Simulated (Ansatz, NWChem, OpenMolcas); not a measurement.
How basis sets differ on C2H5Br (bromoethane)

C2H5Br has 8 atoms, charge 0, and is taken as a singlet. As SMILES, `CCBr`. The coordinates come from a PBE0-D4/def2-TZVP relaxation.

```xyz
8

C    -0.4291    0.5901   -0.3288
C     0.2430   -0.6392    0.2225
Br    1.9945   -0.2234    0.9724
H    -1.4062    0.3164   -0.7393
H     0.1629    1.0404   -1.1267
H    -0.5828    1.3393    0.4490
H     0.4288   -1.3903   -0.5425
H    -0.3189   -1.0906    1.0376
```

Quantity: the dipole moment, in D. The values are calculated.

**The experiment to reproduce.** NIST CCCBDB gives the dipole moment of the gas as 2.03 D.

| level | kind | program | value (D) | computed − measured |
| --- | --- | --- | --- | --- |
| PBE/6-31G* (spherical functions) | GGA | OpenMolcas | 2.20 | +0.17 |
| PBE/pcseg-1 | GGA | Ansatz | 2.02 | -0.01 |
| PBE/def2-SVPD | GGA | Ansatz | 2.10 | +0.07 |
| PBE/def2-TZVP | GGA | NWChem | 2.08 | +0.05 |

Nearest: PBE/pcseg-1 (-0.01 D); farthest: PBE/6-31G* (spherical functions) (+0.17 D). The measured dipole is a vibrational average, so differences of a few hundredths of a debye mean little. All-electron rows without a relativistic Hamiltonian named are non-relativistic.
